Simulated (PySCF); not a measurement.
# `O=[P@@H]1CCC[C@H]1C(F)(F)F`: 4 charge schemes on one density

C5H8F3OP.
Z-matrix (Å and degrees, GFN2-xTB geometry), rows numbered from 1:
```
O 
P   1  1.4593
C   2  1.8320  1  119.34
C   3  1.5242  2  104.05  1  -147.85
C   4  1.5318  3  106.99  2    44.42
C   5  1.5321  4  108.20  3   -46.10
C   6  1.5062  2  108.73  1  -111.81
F   7  1.3415  6  113.16  2   170.94
F   7  1.3426  6  111.05  2    50.79
F   7  1.3423  6  112.92  2   -68.46
H   2  1.3916  1  114.84  3   127.00
H   3  1.0894  2  112.08  1    89.70
H   3  1.0935  2  107.33  1   -29.25
H   4  1.0900  3  111.58  2   165.59
H   4  1.0911  3  109.74  2   -74.45
H   5  1.0911  4  111.33  3  -168.32
H   5  1.0912  4  109.26  3    72.19
H   6  1.0946  2  108.85  1     4.21
```

Density: PBE0/pcSseg-1 (PySCF); schemes: Mulliken, IAO, Hirshfeld and ESP-fitted. The structure is a single GFN2-xTB conformer in the gas phase; no vibrational or solvent corrections.

Do the Mulliken, IAO, Hirshfeld and ESP-fitted schemes agree on where the charge is highest?

All schemes agree: Mulliken P2 (+0.907); IAO P2 (+1.401); Hirshfeld P2 (+0.405); ESP-fitted P2 (+0.838).

For which atoms does the sign change between the 4 schemes (beyond +0.03 e in one, beyond −0.03 e in another)?

C4 and H11.

Tabulate the Mulliken, IAO, Hirshfeld and ESP-fitted charges.

In e:

| atom | environment | Mulliken | IAO | Hirshfeld | ESP-fitted |
| --- | --- | --- | --- | --- | --- |
| O1 | phosphoryl oxygen | -0.588 | -0.902 | -0.400 | -0.646 |
| P2 | phosphoryl phosphorus | +0.907 | +1.401 | +0.405 | +0.838 |
| C3 | sp3 carbon bound to phosphorus | -0.479 | -0.529 | -0.112 | -0.377 |
| C4 | ring CH2 carbon | -0.239 | -0.261 | -0.070 | +0.081 |
| C5 | ring CH2 carbon | -0.150 | -0.263 | -0.070 | -0.261 |
| C6 | sp3 carbon bound to phosphorus | -0.630 | -0.419 | -0.098 | -0.234 |
| C7 | CF3 carbon | +0.842 | +0.803 | +0.258 | +0.516 |
| F8 | fluorine of a CF3 group | -0.266 | -0.281 | -0.093 | -0.184 |
| F9 | fluorine of a CF3 group | -0.265 | -0.283 | -0.083 | -0.200 |
| F10 | fluorine of a CF3 group | -0.272 | -0.289 | -0.080 | -0.174 |
| H11 | P–H hydrogen | +0.048 | -0.087 | -0.005 | -0.041 |
| H12 | methylene hydrogen | +0.166 | +0.164 | +0.055 | +0.111 |
| H13 | methylene hydrogen | +0.167 | +0.163 | +0.055 | +0.141 |
| H14 | methylene hydrogen | +0.144 | +0.151 | +0.050 | +0.036 |
| H15 | methylene hydrogen | +0.140 | +0.144 | +0.035 | +0.020 |
| H16 | methylene hydrogen | +0.145 | +0.153 | +0.043 | +0.100 |
| H17 | methylene hydrogen | +0.139 | +0.149 | +0.050 | +0.123 |
| H18 | methine hydrogen | +0.192 | +0.188 | +0.061 | +0.150 |

Mean size of the charges over all atoms: IAO 0.368 e, Mulliken 0.321 e, ESP-fitted 0.235 e, Hirshfeld 0.112 e. Each set sums to the total charge, 0, to within 0.001 e. The IAO scheme projects the occupied orbitals on a minimal set of polarised atomic orbitals and counts the electrons in each atom's part of it. The Hirshfeld scheme weights the molecular density at each point by an atom's share of the summed free-atom densities.

How many electrons does the Hirshfeld scheme count on C6?

Z − q = 6 − (-0.098) = 6.098.

How closely do the schemes follow one another over all atoms?

Correlation coefficient and root-mean-square difference: IAO with Hirshfeld 0.98, 0.342 e; IAO with ESP-fitted 0.97, 0.198 e; Hirshfeld with ESP-fitted 0.97, 0.170 e; Mulliken with IAO 0.96, 0.154 e; Mulliken with ESP-fitted 0.93, 0.160 e; Mulliken with Hirshfeld 0.93, 0.265 e.
